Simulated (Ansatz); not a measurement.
One change: `C[SiH](S)Cl` becomes `C[SiH2][SiH](C)Cl`.

Ansatz, PBE0-D4/def2-TZVP geometries, multiplicity 1. Each molecule was computed in one conformer, which needn't be the lowest.

```json
{"property": "HOMO–LUMO gap (PBE0/def2-TZVPP) / eV", "`C[SiH](S)Cl`": "7.94"}
{"property": "LUMO energy (PBE/def2-TZVPP) / eV", "`C[SiH](S)Cl`": "-0.71"}
{"property": "HOMO–LUMO gap (ωB97M-V/def2-TZVPP) / eV", "`C[SiH](S)Cl`": "11.99"}
{"property": "HOMO–LUMO gap (B3LYP/def2-TZVPP) / eV", "`C[SiH](S)Cl`": "7.41"}
{"property": "HOMO energy (B3LYP/def2-TZVPP) / eV", "`C[SiH](S)Cl`": "-7.44"}
{"property": "size of the dipole moment (PBE/def2-TZVPP) / D", "`C[SiH](S)Cl`": "1.92"}
```

Task: What does the change do to each property? (Estimate.)

Result: Ansatz gave: 
```json
{"property": "HOMO–LUMO gap (PBE0/def2-TZVPP) / eV", "`C[SiH2][SiH](C)Cl`": "7.54", "shift": "-0.40"}
{"property": "LUMO energy (PBE/def2-TZVPP) / eV", "`C[SiH2][SiH](C)Cl`": "-0.98", "shift": "-0.27"}
{"property": "HOMO–LUMO gap (ωB97M-V/def2-TZVPP) / eV", "`C[SiH2][SiH](C)Cl`": "11.25", "shift": "-0.74"}
{"property": "HOMO–LUMO gap (B3LYP/def2-TZVPP) / eV", "`C[SiH2][SiH](C)Cl`": "7.17", "shift": "-0.24"}
{"property": "HOMO energy (B3LYP/def2-TZVPP) / eV", "`C[SiH2][SiH](C)Cl`": "-7.50", "shift": "-0.06"}
{"property": "size of the dipole moment (PBE/def2-TZVPP) / D", "`C[SiH2][SiH](C)Cl`": "1.29", "shift": "-0.63"}
```

Dipoles are sizes alone; their direction can turn.

B3LYP here is the variant with VWN-RPA as its local correlation; programs differ in this.
